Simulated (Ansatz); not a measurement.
The cluster Si₇W₃⁻. Total charge -1; quartet. Geometry PBE-D4/def2-SVP; atoms count from 1.

```csv
atom,x (Å),y (Å),z (Å)
W1,-1.320,-0.736,-1.300
W2,1.140,1.948,0.677
W3,0.156,-1.484,1.383
Si4,2.433,-0.103,0.550
Si5,-0.963,0.698,0.637
Si6,1.059,-1.464,-0.930
Si7,0.277,1.160,-1.490
Si8,-2.210,-1.409,0.972
Si9,-1.370,0.856,-3.115
Si10,0.798,0.534,2.617
```

In the def2 sets W takes a core potential; there is no spin–orbit coupling. The charge -1 quartet is spin-contaminated (final ⟨S²⟩ up to 3.98, 3.75 for a pure state). The structure comes from a short search, and lower isomers may exist.

Estimate the Mulliken populations from the PBE0/def2-SVP orbitals of Ansatz.


```json
{"atom": "W1", "charge (e)": "0.21", "spin (α − β)": "0.69", "d electrons": "4.92"}
{"atom": "W2", "charge (e)": "0.21", "spin (α − β)": "1.68", "d electrons": "4.90"}
{"atom": "W3", "charge (e)": "0.26", "spin (α − β)": "1.07", "d electrons": "4.96"}
{"atom": "Si4", "charge (e)": "-0.24", "spin (α − β)": "-0.21", "d electrons": "–"}
{"atom": "Si5", "charge (e)": "-0.43", "spin (α − β)": "-0.22", "d electrons": "–"}
{"atom": "Si6", "charge (e)": "-0.30", "spin (α − β)": "0.07", "d electrons": "–"}
{"atom": "Si7", "charge (e)": "-0.13", "spin (α − β)": "-0.10", "d electrons": "–"}
{"atom": "Si8", "charge (e)": "-0.23", "spin (α − β)": "0.07", "d electrons": "–"}
{"atom": "Si9", "charge (e)": "-0.19", "spin (α − β)": "0.10", "d electrons": "–"}
{"atom": "Si10", "charge (e)": "-0.17", "spin (α − β)": "-0.16", "d electrons": "–"}
```
Mulliken values and Mayer orders depend strongly on the basis.

Where does the spin sit?

Summed by element: W 3.44, Si -0.44, of 3 unpaired in all. Largest on single atoms: W2 1.68, W3 1.07, W1 0.69.

And the Mayer bond orders between bonded heavy atoms (over 0.3)?

W1–W3 0.46 (3.15 Å); W1–Si5 0.86 (2.44 Å); W1–Si6 0.88 (2.52 Å); W1–Si7 0.73 (2.49 Å); W1–Si8 0.80 (2.53 Å); W1–Si9 1.40 (2.42 Å); W2–W3 0.37 (3.64 Å); W2–Si4 1.26 (2.43 Å); W2–Si5 0.89 (2.45 Å); W2–Si7 0.85 (2.46 Å); W2–Si10 1.09 (2.43 Å); W3–Si4 0.51 (2.79 Å); W3–Si5 0.65 (2.56 Å); W3–Si6 0.94 (2.48 Å); W3–Si8 1.14 (2.40 Å); W3–Si10 0.93 (2.45 Å); Si4–Si6 0.63 (2.44 Å); Si5–Si8 0.57 (2.47 Å); Si5–Si10 0.33 (2.66 Å); Si7–Si9 0.97 (2.33 Å). Values over 0.3 also appear between atoms too far apart for a bond (Si4–Si10 0.31 at 2.71 Å); they arise where an orbital or an unpaired electron spreads over both atoms.
